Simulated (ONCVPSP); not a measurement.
**Which change was made? (Co, ONCV)**

* Element: cobalt (Co)
* Generator: ONCVPSP 4.0.1
* Type: optimised norm-conserving Vanderbilt (ONCV)
* Functional: PBE
* Relativity: scalar-relativistic
* Frozen core: [Ar]
* Valence charge: 9
* Reference configuration: 3d8 4s1
* Partial waves: 4s: rc 2.60 bohr, ncon 4, nbas 7, qcut 2.1 1/bohr, 1 projector; p scattering state at 0.41 Ha: rc 2.15 bohr, ncon 4, nbas 7, qcut 4 1/bohr, 2 projectors, debl 0.5 Ha; 3d: rc 1.25 bohr, ncon 5, nbas 10, qcut 13.5 1/bohr, 1 projector; f scattering state at 0.45 Ha: rc 2.50 bohr, ncon 4, nbas 7, qcut 5 1/bohr, 2 projectors, debl 1.6 Ha
* Local potential: polynomial inside 1.25 bohr (lpopt 5, dvloc0 0 Ha)
* Core correction: Teter function, fcfact 3.5, rcfact 1

Cutoffs, loose and tight: the cutoffs (Ha) at which the residual kinetic energy of the hardest occupied pseudo-wave falls to 1 and 0.1 mHa per electron. They do not see the model core or the augmentation charge, which bear on the density cutoff. Test errors are all-electron minus pseudo excitation energies from the reference, over the configurations 3d7 4s2; 3d7 4s1; 3d7 4s0; 3d7.5 4s1.5; variants that change the core or the reference have their own tests.

The base gives: outcome: generated; cutoff, loose: 70 Ha; cutoff, tight: 79 Ha; bound ghosts: s; GHOST(+) flags above zero: p; largest test error (meV): -57.

Task: After one change the result is: outcome: generated; cutoff, loose: 70 Ha; cutoff, tight: 79 Ha; bound ghosts: s; GHOST(+) flags above zero: p; largest test error (meV): -324. Which change was it?
A. s: qcut 2.5
B. p: ncon 5, nbas 8
C. s: qcut 2.6; p: qcut 5; d: qcut 17; f: qcut 6.3
D. local potential polynomial inside 1.25 bohr (lpopt 5, dvloc0 -1 Ha)
E. core correction Teter function, fcfact 4.75, rcfact 1.65

Result: E. The others give: s: qcut 2.6; p: qcut 5; d: qcut 17; f: qcut 6.3 → outcome: generated; cutoff, loose: 93 Ha; cutoff, tight: 109 Ha; bound ghosts: s, p; GHOST(+) flags above zero: none; largest test error (meV): -78 | local potential polynomial inside 1.25 bohr (lpopt 5, dvloc0 -1 Ha) → outcome: generated; cutoff, loose: 70 Ha; cutoff, tight: 79 Ha; bound ghosts: s; GHOST(+) flags above zero: p; largest test error (meV): -45 | p: ncon 5, nbas 8 → outcome: generated; cutoff, loose: 70 Ha; cutoff, tight: 79 Ha; bound ghosts: s, p; GHOST(+) flags above zero: none; largest test error (meV): -57 | s: qcut 2.5 → outcome: generated; cutoff, loose: 70 Ha; cutoff, tight: 79 Ha; bound ghosts: s; GHOST(+) flags above zero: p; largest test error (meV): -73.
